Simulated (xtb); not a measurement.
H4O, SMILES [OH4+2], charge +2. All values are semi-empirical tight-binding results from xtb (GFN2-xTB unless named), good for trends rather than for accurate numbers. The structure is a stationary point at GFN2-xTB.

Optimised geometry:

```xyz
5

O      0.0000     0.0000     0.0000
H     -0.6042     0.6042    -0.6042
H      0.6042     0.6042     0.6042
H      0.6042    -0.6042    -0.6042
H     -0.6042    -0.6042     0.6042
```
Charge +2, spin multiplicity 1.

| Quantity | Result |
|---|---|
| point group as xtb finds it | Td |
| orbital gap | 14.02 eV |
| zero-point energy | 23.0 kcal/mol |
| G − E(el) at 298.15 K (modified RRHO) | 12.0 kcal/mol |
| static polarisability (D4 model) | 9.0 bohr³ |
| solvation energy, GFN2-xTB/ALPB(water) | -351.7 kcal/mol |
| solvation energy, GFN2-xTB/ALPB(chcl3) | -252.5 kcal/mol |

Computed IR lines (harmonic; lines under 4 % of the strongest left out, lines within 3 cm⁻¹ merged):
ν (cm⁻¹): 1211 (vs), 2440 (vs) (against the strongest line: vs over 80 %, s over 45 %, m over 15 %, w over 4 %, vw less)

Computed atomic charges:
charges (e) O1 -0.24, H2 0.56, H3 0.56, H4 0.56, H5 0.56.
